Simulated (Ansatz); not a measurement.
Program: Ansatz. Geometries: PBE0-D4/def2-TZVP. ΔE: electronic, gas phase. CCSD(T)/CBS is the MP2 limit (def2-TZVPP, def2-QZVPP) plus CCSD(T) − MP2 in def2-TZVPP, frozen cores. This one scheme is used for every species. DFT in def2-TZVPP. B3LYP here is the variant with VWN-RPA as its local correlation; programs differ in this. def2 core potentials past Kr. For I outer-core shells are correlated without core-valence functions, which leaves a few kJ/mol of doubt a bond. One conformer a species, not always the lowest.

Consider the formal exchange of groups at the Si–I bond: `C[Si](F)(F)I` + `C=O` → `C[Si](F)(F)C=O` + HI.

**Question.** Is it downhill or uphill in electronic energy at CCSD(T)/CBS, and by how much? (Best estimate.)

**Answer.** The calculation gave: Uphill: ΔE = +106.6 kJ/mol.

**Question.** What do these levels give: PBE-D4, r2SCAN-D4, B3LYP-D4, ωB97X-V, ωB97M-V, B2PLYP, HF/def2-TZVPP, MP2/def2-TZVPP, CCSD/def2-TZVPP, MP2/def2-QZVPP, SCS-MP2/def2-QZVPP, CCSD/CBS(def2)? (Best estimate.)

**Answer.** The calculation gave: PBE-D4 101.7, r2SCAN-D4 105.3, B3LYP-D4 100.2, ωB97X-V 100.7, ωB97M-V 101.5, B2PLYP 101.5, HF/def2-TZVPP 104.9, MP2/def2-TZVPP 110.9, CCSD/def2-TZVPP 98.4, MP2/def2-QZVPP 115.7, SCS-MP2/def2-QZVPP 109.4, CCSD/CBS(def2) 106.3 kJ/mol.

Largest T1 diagnostic among the species: 0.015.

From PBE to PBE0 (25 % exact exchange), in def2-TZVPP and without D4, ΔE moves by +4.3 kJ/mol. The D4 term adds +3.3 kJ/mol with B3LYP and +1.5 kJ/mol with PBE0; it sums over pairs of atoms, weighted by their polarisabilities, and B3LYP, whose exchange is more repulsive, gets the larger term.
